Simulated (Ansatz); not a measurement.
Ansatz (a quantum-chemistry and plane-wave program) job for CHF₂, SMILES F[CH]F, multiplicity 2, PBE-D3(BJ)/def2-TZVP. 

Ansatz 0.2 input:
```yaml
crystal:
  periodic: [false, false, false]
  atoms:
    - {symbol: F, position_ang: [0.02824961, -0.24055168, -1.09046281]}
    - {symbol: C, position_ang: [-0.14937468, 0.48300980, 0.00000000]}
    - {symbol: F, position_ang: [0.02824961, -0.24055168, 1.09046280]}
    - {symbol: H, position_ang: [0.38775510, 1.43187143, 0.00000000]}
basis:
  gaussian:
    orbitals: def2-TZVP
hamiltonian:
  xc: pbe
  dispersion: d3bj
magnetization: {spin_polarized: true, initial_magnetization: 1}
relax: {f_tol: 0.002, max_steps: 200}
```

Program output:

```
WARN ansatz: RAYON_NUM_THREADS=1 ignored (pool sized by the plan → 1); use --threads N
Functional definition: PBE
integrals: 0.02 GiB planned
536 factors; their error is unknown
mean field: 0.24 GiB planned
mean field evaluation 1: about -6480.0358 eV, gradient 2.0e1 eV
mean field evaluation 2: about -6479.8169 eV, gradient 2.3e1 eV
mean field evaluation 4: about -6481.4290 eV, gradient 1.8e0 eV
mean field evaluation 8: about -6481.4277 eV, gradient 3.5e-2 eV
mean field evaluation 16: about -6481.4277 eV, gradient 1.6e-5 eV
mean field -6481.42773298 eV, -238.1880759177 hartree, gradient 1.3e-5 eV, S^2 0.751822; 0 other end points of the search recorded, 0 dependent functions left out
the calculation of the forces begins
reference -6481.42775660 eV, -238.1880767854 hartree; 13, 12 occupied and 86, 87 virtual orbitals, 536 factors
relax step   1: F+E_penalty+E_count = -6481.45649526 eV  Δ(F+E_penalty+E_count) = +0.000e0 eV  max|allowed force component| = 7.137e-1 eV/Å  Δτ_max = 0.0000 Å  (29 SCF iters, accepted)
these checks for a lower state are left out or cut short: starts, cluster_reference, orbital_swaps, neighbouring_geometries, increment
integrals: 0.02 GiB planned
536 factors; their error is unknown
mean field: 0.24 GiB planned
mean field -6481.44073121 eV, -238.1885535938 hartree, gradient 2.0e-5 eV, S^2 0.751843; 0 other end points of the search recorded, 0 dependent functions left out
the calculation of the forces begins
reference -6481.44075476 eV, -238.1885544589 hartree; 13, 12 occupied and 86, 87 virtual orbitals, 536 factors
relax step   2: F+E_penalty+E_count = -6481.46946824 eV  Δ(F+E_penalty+E_count) = -1.297e-2 eV  max|allowed force component| = 2.920e-1 eV/Å  Δτ_max = 0.0095 Å  (31 SCF iters, accepted)
these checks for a lower state are left out or cut short: starts, cluster_reference, orbital_swaps, neighbouring_geometries, increment
integrals: 0.02 GiB planned
536 factors; their error is unknown
mean field: 0.24 GiB planned
mean field evaluation 32: about -6481.4437 eV, gradient 2.0e-5 eV
mean field -6481.44367232 eV, -238.1886616775 hartree, gradient 2.0e-5 eV, S^2 0.751842; 0 other end points of the search recorded, 0 dependent functions left out
the calculation of the forces begins
reference -6481.44369576 eV, -238.1886625387 hartree; 13, 12 occupied and 86, 87 virtual orbitals, 536 factors
relax step   3: F+E_penalty+E_count = -6481.47239597 eV  Δ(F+E_penalty+E_count) = -2.928e-3 eV  max|allowed force component| = 1.430e-2 eV/Å  Δτ_max = 0.0063 Å  (31 SCF iters, accepted)
these checks for a lower state are left out or cut short: starts, cluster_reference, orbital_swaps, neighbouring_geometries, increment
integrals: 0.02 GiB planned
536 factors; their error is unknown
mean field: 0.24 GiB planned
mean field -6481.44368385 eV, -238.1886621012 hartree, gradient 2.0e-5 eV, S^2 0.751846; 0 other end points of the search recorded, 0 dependent functions left out
the calculation of the forces begins
reference -6481.44370729 eV, -238.1886629624 hartree; 13, 12 occupied and 86, 87 virtual orbitals, 536 factors
relax step   4: F+E_penalty+E_count = -6481.47240617 eV  Δ(F+E_penalty+E_count) = -1.021e-5 eV  max|allowed force component| = 2.025e-3 eV/Å  Δτ_max = 0.0007 Å  (32 SCF iters, accepted)
these checks for a lower state are left out or cut short: starts, cluster_reference, orbital_swaps, neighbouring_geometries, increment
integrals: 0.02 GiB planned
536 factors; their error is unknown
mean field: 0.24 GiB planned
mean field -6481.44368391 eV, -238.1886621034 hartree, gradient 2.0e-5 eV, S^2 0.751845; 0 other end points of the search recorded, 0 dependent functions left out
the calculation of the forces begins
reference -6481.44370735 eV, -238.1886629646 hartree; 13, 12 occupied and 86, 87 virtual orbitals, 536 factors
relax step   5: F+E_penalty+E_count = -6481.47240636 eV  Δ(F+E_penalty+E_count) = -1.853e-7 eV  max|allowed force component| = 2.223e-4 eV/Å  Δτ_max = 0.0001 Å  (20 SCF iters, accepted)
integrals: 0.02 GiB planned
536 factors; their error is unknown
mean field: 0.24 GiB planned
mean field evaluation 64: about -6481.4437 eV, gradient 1.5e-5 eV
mean field -6481.44368391 eV, -238.1886621034 hartree, gradient 2.0e-5 eV, S^2 0.751845; 1 other end points of the search recorded, 0 dependent functions left out
the calculation of the forces begins
reference -6481.44370735 eV, -238.1886629646 hartree; 13, 12 occupied and 86, 87 virtual orbitals, 536 factors
Total energy: -6481.47242979 eV, -238.1897184951 hartree
Atom 0 at     0.029565    -0.245785    -1.105191 Å, force     0.000003    -0.000053     0.000048 eV/Å
Atom 1 at    -0.156197     0.486149     0.000000 Å, force     0.000075     0.000222    -0.000000 eV/Å
Atom 2 at     0.029565    -0.245785     1.105191 Å, force     0.000003    -0.000053    -0.000048 eV/Å
Atom 3 at     0.391947     1.439200     0.000000 Å, force    -0.000082    -0.000117    -0.000000 eV/Å
Dipole moment:     0.099334     0.241063    -0.000000 e Å
```

Self-consistency was reached.

Cost: very roughly 11 core-seconds.
